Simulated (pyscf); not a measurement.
Structures and frequencies: ωB97X-D3(BJ)/def2-SVP in PySCF.

SMILES: O[Si](O)(O)[SiH](F)[SiH3]
```xyz
14

O     -0.7410    -0.9908     0.6963
Si     0.5080    -0.4031    -0.2213
O      2.0284    -0.8294     0.3005
O      0.3330    -1.0380    -1.7429
Si     0.3518     1.8892     0.1198
F      1.7737     2.2244     0.9008
Si    -1.4480     2.3061     1.5400
H     -0.9757    -1.9197     0.5894
H      2.4585    -0.1649     0.8532
H      1.1516    -1.1845    -2.2288
H      0.3069     2.7250    -1.1142
H     -2.6880     1.8761     0.8300
H     -1.2833     1.5128     2.7900
H     -1.5658     3.7530     1.8891
```

Task: What is the homolytic dissociation enthalpy (298 K, ωB97M-D3(BJ)/def2-TZVP) of the Si–Si bond of `[OH][Si]([OH])([OH])[SiH]([F])[SiH3]`, to HO–Si•(OH)–OH + F–SiH•–SiH₃?

Result: Si–Si to HO–Si•(OH)–OH + F–SiH•–SiH₃: 329.1 kJ/mol. The 7 functionals that were run give +293.3 (PBE) to +346.4 kJ/mol (ωB97X-D3(BJ)/def2-TZVP). HO–Si(OH)(OH)–SiH(F)–SiH₃ lies 265.6 kJ/mol over its isomer HO–Si(F)(O–SiH₃)–O–SiH₃ (electronic energy, ωB97M-D3(BJ)/def2-TZVP). Other isomers of HO–Si•(OH)–OH, F–SiH•–SiH₃ were not searched in full and may lie lower.
